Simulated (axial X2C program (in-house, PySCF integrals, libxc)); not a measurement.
**Low determinants of MgTe at the PBE0 level, with spin–orbit coupling**

All values were computed with an in-house relativistic program for diatomic molecules. Two-component (2c) means X2C with spin–orbit coupling and atomic mean-field two-electron Coulomb and Gaunt terms; the speed of light was multiplied by 0.8, so these are model numbers, not those of the real molecule. Basis: Te dyall-v3z [11s12p8d1f], Mg dyall-v3z [9s9p5d3f] (cores contracted in-house); Gaussian nuclei, density fitting, unrestricted open shells. Masses: Te 129.906 u, Mg 23.985 u.

Search at 2.699 Å (vertical energies from the lowest determinant):

```csv
ΔE (eV),state,electrons beyond evenly filled partner blocks,"electrons in ±ω = 1/2, 3/2, 5/2, 7/2"
0.00,Ω = 2,"ω = 1/2, ω = 3/2",43 17 4 0
0.05,Ω = 1,"ω = -1/2, ω = 3/2",43 17 4 0
0.12,Ω = 0,none,42 18 4 0
0.68,Ω = 1,2 × ω = 1/2,42 18 4 0
2.66,Ω = 0,none,44 16 4 0
2.67,Ω = 3,2 × ω = 3/2,42 18 4 0
4.39,Ω = 4,"2 × ω = 1/2, 2 × ω = 3/2",42 18 4 0
```

Lowest determinant, Ω = 2 (⟨Sz⟩ = 0.99, ⟨Lz⟩ = 1.01 at PBE0): Re = 2.696 Å, ωe = 261.3 cm⁻¹.

The determinant in row 2 of the search, Ω = 1 (⟨Sz⟩ = 0.02, ⟨Lz⟩ = 0.98 at PBE0), was followed along the bond at PBE0; measured from the minimum of the lowest determinant it gives:

Te = 0.051 eV (411 cm⁻¹), Re = 2.689 Å, ωe = 266.4 cm⁻¹.

(1) Compare the bond of the determinant in row 2 with that of the lowest one.

The search compares states at one distance, so a state with another bond length can lie lower; it is not exhaustive and yields mostly the lowest determinant of each block pattern, so other components and higher states of one pattern are missing. These are energies of single determinants, not of spin-adapted states; PBE0 term energies can be off by some tenths of an eV, and the functional has no current term. Open-shell Ω = 0 determinants with evenly filled partner blocks cannot be reached by this program, so the Ω shown need not be the lowest component. The lowest determinant need not be the ground state where others lie within half an eV.

Answers

(1) At PBE0 its Re is 0.007 Å shorter and its force constant, which goes as ωe², is 1.04 times that of the lowest determinant. This determinant mixes spin states, so it has no term energy of its own.
